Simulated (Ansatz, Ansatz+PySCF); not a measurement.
```xyz
4

N    -0.0005   -0.0215    0.0765
H     0.9472    0.0340   -0.2489
H    -0.5057    0.8251   -0.2544
H    -0.4459   -0.8553   -0.2864
```

Basis set: def2-SVP (spherical functions). Frozen core: 1 orbital. Charge 0, multiplicity 1.

Computed with Ansatz (development build ahead of 0.2.0); each method stands on the lowest determinant of its kind that the runs found. Restricted open shells among the atoms or ions are ROHF, correlated in semicanonical orbitals with singles. Restricted functionals stand beside restricted open-shell atoms, which can lie above the unrestricted atoms usual in DFT and then raise those values.

**Question.** Give the atomization energy at this shape (free ground-state atoms in the same class of orbitals less the molecule, no zero-point energy) of singlet NH₃ by ωB97X (unrestricted), ωB97X (restricted), r²SCAN (unrestricted), r²SCAN (restricted), PBE0 (restricted), PBE0 (unrestricted), PBE (restricted), PBE (unrestricted), RHF-CCSD(T), RHF-MP2, RHF, UHF.

**Answer.**

```
               method  atomization energy
 ωB97X (unrestricted)       1211.5 kJ/mol
   ωB97X (restricted)       1220.3 kJ/mol
r²SCAN (unrestricted)       1201.2 kJ/mol
  r²SCAN (restricted)       1207.5 kJ/mol
    PBE0 (restricted)       1209.8 kJ/mol
  PBE0 (unrestricted)       1206.2 kJ/mol
     PBE (restricted)       1233.3 kJ/mol
   PBE (unrestricted)       1230.5 kJ/mol
          RHF-CCSD(T)       1139.3 kJ/mol
              RHF-MP2       1129.4 kJ/mol
                  RHF        830.9 kJ/mol
                  UHF        821.4 kJ/mol
```
